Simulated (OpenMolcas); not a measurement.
# W II: effect of the active space

```
Program             : OpenMolcas
Method              : CASSCF
Basis               : ANO-RCC-VQZP
Scalar Hamiltonian  : DKH2, point nucleus
Spin-orbit coupling : state interaction with AMFI integrals over the reference wave functions, term energies averaged over their components
```

A. 5 electrons in 6 orbitals (5d 6s); 2S+1 = 6 even, 6 roots; 2S+1 = 4 even, 81 roots kept (CI in the orbitals of an earlier block); 2S+1 = 2 even, 125 roots kept (CI in the orbitals of an earlier block, 113 in the spin-orbit step); cost of the order of 110 core-seconds
B. 5 electrons in 11 orbitals (5d 6s 6d); 2S+1 = 6 even, 6 roots; 2S+1 = 4 even, 35 roots kept (CI in the orbitals of an earlier block); 2S+1 = 2 even, 12 roots kept (CI in the orbitals of an earlier block); cost of the order of 3 core-minutes

Energies in eV above 5d4 6s 6D 1/2, the measured ground level; measured values from NIST Handbook of Basic Atomic Spectroscopic Data.

```
        Level       A       B  Measured
5d4 6s 6D 1/2  0.0000  0.0000    0.0000
5d4 6s 6D 3/2  0.1658  0.1266    0.1883
5d4 6s 6D 5/2  0.3663  0.3094    0.3933
5d4 6s 6D 7/2  0.5682  0.5263    0.5847
5d4 6s 6D 9/2  0.7704  0.7519    0.7621
   5d5 6S 5/2  1.0454  0.7870    0.9200
```

Deviations, from unrounded energies. A percentage is the sum of absolute deviations over the sum of measured energies, with the sign that they share, or ± where signs differ.

```csv
Against measurement,Levels,A,B
mean absolute deviation (cm-1),5,320,560
fine structure of the ground term (%),4,±3.9,-11.1
other configurations (%),1,+13.6,-14.5
```

A lies closest to measurement on these levels. The largest miss of A in the table is 5d5 6S 5/2, by +1000 cm-1. The ranking rests on the paired levels alone, and a cruder setting can come out closer through cancelling errors.

The spin-orbit steps hold different terms of 5d4 6s (B lacks among others a 2D, a 2F, 2G, 2H, 2I), which shifts levels as well.

Between A and B the level of the table that moves most is 5d5 6S 5/2, by 2100 cm-1 (lowest in B, highest in A).

Without dynamic correlation excited terms often stand tens of per cent too high (terms of higher spin than the ground term too low), and those without a measured partner can miss by more than the paired ones. Some high roots are left out of the spin-orbit mixing, which shifts the levels that they would mix with (holds for A). Configurations are named by rounded mean occupations; where the s occupation lies near a half they are strongly mixed, a name can repeat and a true partner stay unpaired (holds for A). A single d shell beside an s shell can misplace configurations of different d count against each other (holds for A). Active for correlation alone: 6d; no level in the range computed is led by a configuration that fills it, so any true level of that kind is missing (holds for B). Measured partners are found by configuration, term and J. A level has none where our copy of the source lacks it or the pairing is in doubt (some pairs that miss far off the trend of their configuration count as doubtful), and it then counts in no deviation. Levels of configurations outside the active space are missing. The table leaves out levels that lie high or whose names do not pair safely across all columns.
